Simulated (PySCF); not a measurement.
O2Pb2, SMILES [Pb]12[O][Pb]=2[O]1.

The structure is a stationary point at B3LYP-D3(BJ)/def2-SVP. The def2 effective core potentials stand for the cores of Pb; spin–orbit coupling is left out.

These are PBE/def2-TZVPD run with PySCF values and carry that method's errors.

Gas-phase values at a fixed geometry.

### Question
Estimate the frontier levels, gap, dipole moment and polarisability. (The exact figures need the calculation; the answer reports its results.)

### Answer

- highest occupied level: -5.38 eV
- lowest empty level: -2.86 eV
- orbital gap: 2.52 eV
- dipole moment: 0.00 D
- quadrupole, principal values (traceless, Buckingham form, about the centre of nuclear charge): -18.05, 4.85, 13.20 D·Å
- mean static polarisability: 93.4 bohr³ (13.84 Å³)
- polarisability, principal values: 65.2, 81.0, 133.9 bohr³
